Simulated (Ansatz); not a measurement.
`CB(O)Br` + H₂S → `CB(S)Br` + H₂O at 298.15 K and 1 bar (ligand exchange at a B–O bond).

Program: Ansatz. Geometries: PBE0-D4/def2-TZVP. ΔE: electronic, gas phase. CBS: MP2 limit from def2 TZ/QZ plus the TZ coupled-cluster correction, frozen cores. This one scheme is used for every species. For Br outer-core shells are correlated without core-valence functions, which leaves a few kJ/mol of doubt a bond. Scalar relativity is left out up to krypton. One conformer a species, not always the lowest.

```
  species  CCSD(T)/CBS energy (Eh)  H − E (kJ/mol)  S (J/(mol·K))
`CB(O)Br`              -2713.85644           165.3          316.9
      H₂S               -398.97279            49.9          205.7
`CB(S)Br`              -3036.42757           152.9          331.8
      H₂O                -76.37941            66.4          188.7
```

H − E and S are ideal-gas, rigid-rotor, harmonic terms from PBE0-D4/def2-TZVP, for one conformer and one mirror image of each species. 1 Eh = 2625.50 kJ/mol, R = 8.31446 J/(mol·K).

Task: By hand: ΔE, ΔH, ΔS and ΔG.

Result: ΔE = (-3036.42757) + (-76.37941) − (-2713.85644) − (-398.97279) = 0.02225 Eh = 58.4 kJ/mol. Δ(H − E) = 152.9 + 66.4 − 165.3 − 49.9 = 4.1, so ΔH = 62.5 kJ/mol. ΔS = 331.8 + 188.7 − 316.9 − 205.7 = -2.1 J/(mol·K). ΔG = 62.5 − 298.15 × (-2.1)/1000 = 63.1 kJ/mol.

Task: By hand: the equilibrium constant, and the temperature at which ΔG would vanish if ΔH and ΔS stayed fixed.

Result: log₁₀ K = −ΔG/(RT ln 10) = -11.1. ΔH and −TΔS have one sign here, so there is no such temperature.

The number of gas molecules stays the same, so ΔS is small and ΔH decides. A doubt of 5 kJ/mol in ΔE shifts log₁₀ K by 0.9 here. Other conformers and mirror images would add mixing entropy, several J/(mol·K) or more a flexible species. These are equilibria of isolated gas molecules and say nothing of rates. Largest T1 diagnostic: 0.011 (customary marks: 0.02 for closed shells, 0.045 for open ones).

ΔS is within the doubt of such terms, so its sign, and with it that verdict, could turn.
